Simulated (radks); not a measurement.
Species: neutral cerium. Configuration: [Xe] 4f1 5d2 6s1 (not the ground configuration). Method: scalar-relativistic Kohn-Sham, PBE, spin-polarised, spherical densities, finite nucleus; open shells are filled with parallel spins first (spin-orbit coupling, left out, can overturn this in heavy ions); Fermi nuclear charge, rms radius 4.8771 fm; computed with a radial shooting solver on a logarithmic mesh with Libxc functionals. Some entries of the table are withheld. Estimate them.

| orbital | occ. | eigenvalue (eV) | <1/r> (bohr^-1) |
|---|---|---|---|
| 1s up | 1 | -40264.61 | 63.34 |
| 1s down | 1 | -40264.61 | 63.34 |
| 2s up | 1 | -6445.488 | 14.60 |
| 2s down | 1 | -6445.437 | 14.60 |
| 2p up | 3 | -5772.698 | 13.83 |
| 2p down | 3 | -5772.659 | 13.83 |
| 3s up | 1 | -1386.585 | 5.300 |
| 3s down | 1 | -1386.315 | 5.300 |
| 3p up | 3 | -1172.578 | 5.018 |
| 3p down | 3 | -1172.306 | 5.019 |
| 3d up | 5 | -868.4784 | 4.760 |
| 3d down | 5 | -868.2470 | 4.760 |
| 4s up | 1 | -279.4226 | 2.211 |
| 4s down | 1 | -278.6209 | 2.211 |
| 4p up | 3 | -209.5574 | 2.039 |
| 4p down | 3 | -208.7512 | 2.040 |
| 4d up | 5 | -108.9777 | 1.778 |
| 4d down | 5 | -108.1554 | 1.779 |
| 5s up | 1 | -39.1973 | 0.8681 |
| 5s down | 1 | -38.1554 | 0.8712 |
| 5p up | 3 | -22.0178 | (1) |
| 5p down | 3 | -20.8482 | (2) |
| 4f up | 1 | -3.9642 | 1.197 |
| 6s up | 1 | -3.5638 | 0.2851 |
| 4f down | 0 | -3.0195 | 1.206 |
| 5d up | 2 | -2.5244 | 0.4259 |

Answer. 
(1) 5p up <1/r> (bohr^-1): 0.7355
(2) 5p down <1/r> (bohr^-1): 0.7405
